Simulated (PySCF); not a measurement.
Species: C8H14O.
SMILES with atom numbers: `[OH:1][C@H:2]1[CH2:3][C:4]12[CH2:5][CH2:6][CH2:7][CH2:8][CH2:9]2`

Probes without a nucleus sit at each ring's centroid and 1 Å off its mean plane on both sides; NICS is minus the shielding there, NICSzz its component along the normal. Level: GIAO PBE0/pcSseg-1 (PySCF, non-relativistic, gas phase) on the GFN2-xTB geometry, one conformer.

Rings: 1. C2–C3–C4; 2. C4–C5–C6–C7–C8–C9.

```tsv
set	NICS(0)	NICS(1), two faces	NICS(1)zz, two faces
P	-40.6	-6.7 / -9.3	-15.1 / -21.9
Q	-1.9	-2.1 / -1.9	2.6 / 3.5
```

**Question.** Which set (ppm) belongs to which ring?

**Answer.** P = 1, Q = 2.
- 1 (3-membered carbocycle; formal bonds all single): mean NICS(1)zz -18.5 ppm, shielded. C2, C3, C4 have four or more neighbours; no verdict on aromaticity is drawn.
- 2 (6-membered carbocycle; formal bonds all single): mean NICS(1)zz 3.1 ppm, deshielded. C4, C5, C6, C7, C8, C9 have four or more neighbours; no verdict on aromaticity is drawn.

**Question.** How do the rings differ in shape?

**Answer.** 
```
ring                          bond lengths (Å)  rms pucker (Å)  HOMA  nearest outside atom to a NICS(1) probe (Å)
   1                       1.501, 1.505, 1.507            0.00     –                                hydrogen 1.44
   2  1.514, 1.527, 1.526, 1.526, 1.529, 1.514            0.24     –                                hydrogen 1.50
```
